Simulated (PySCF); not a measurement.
# Electronic absorption of C4H2F3NO

C4H2F3NO.
SMILES: `N#C/C=C(\F)OC(F)F`

Computed, not measured: PySCF, TDDFT wB97X-D/def2-SVPD, vertical, gas phase, core orbitals frozen in the response. Isolated species at its PBE0-D3(BJ)/def2-SVP geometry (one conformer only). Torsions of this conformer, `[N:1]#[C:2]/[CH:3]=[C:4](\[F:5])[O:6][CH:7]([F:8])[F:9]`: C3–C4–O6–C7 -154°, C4–O6–C7–F8 -170°.

What does the calculation give for the low-lying excited states?

```tsv
state	E (eV)	E (hartree)	f	main configurations (H = HOMO, L = LUMO)
S1	6.28	0.2307	0.497	H→L (92%)
S2	6.57	0.2416	0.0008	H→L+2 (47%), H→L+1 (28%), H-1→L (12%)
S3	6.87	0.2526	0.0001	H-1→L (82%)
S4	7.55	0.2774	0.0062	H→L+1 (51%), H→L+3 (27%), H→L+2 (15%)
S5	8.16	0.3000	0.173	H-3→L (52%), H-1→L+2 (17%), H-2→L (11%)
S6	8.24	0.3028	0.031	H-2→L (84%)
S7	8.65	0.3179	0.0005	H→L+3 (44%), H→L+2 (22%), H→L+4 (14%)
S8	8.87	0.3258	0.0020	H→L+7 (26%), H→L+6 (14%), H→L+9 (13%)
S9	9.17	0.3371	0.0067	H→L+4 (33%), H→L+7 (12%), H→L+5 (12%)
S10	9.19	0.3378	0.0057	H-4→L (75%), H-6→L (9%)
```

Triplets, Tamm–Dancoff:

```tsv
state	E (eV)	λ (nm)	main configurations (H = HOMO, L = LUMO)
T1	3.85	321.7	H→L (96%)
T2	6.18	200.6	H→L+2 (38%), H-1→L (26%), H→L+1 (16%)
T3	6.37	194.5	H-1→L+2 (34%), H-3→L (27%), H-1→L+3 (10%)
T4	6.64	186.6	H-1→L (65%), H→L+2 (16%), H→L+1 (12%)
```

The lowest singlet comes at 198 nm (606 kJ/mol) in the vacuum ultraviolet; it is strong; its leading configuration is HOMO→LUMO (92%). The lowest level is also the most intense of those listed (f = 0.497). Löwdin shares by element: HOMO carbon 58% or more, nitrogen 21% (atoms not listed hold the other 21%); LUMO carbon 63% or more, nitrogen 15% (atoms not listed hold the other 22%). The listed states span 2.91 eV, and the widest gap between neighbours is 0.68 eV (S3 to S4). Of the 10 states listed, 3 reach f = 0.01 and 1 stays under 0.0005. The oscillator strengths of these states sum to 0.724; summed over the whole spectrum of an exact calculation they would give the number of electrons, 68 (Thomas–Reiche–Kuhn). All these states lie below the vertical ionisation energy of 10.26 eV (ΔSCF). The window holds the lowest 10 singlets.

Hardware: one thread of an Arm Neoverse V2, shared host. Cost: 65 s wall.
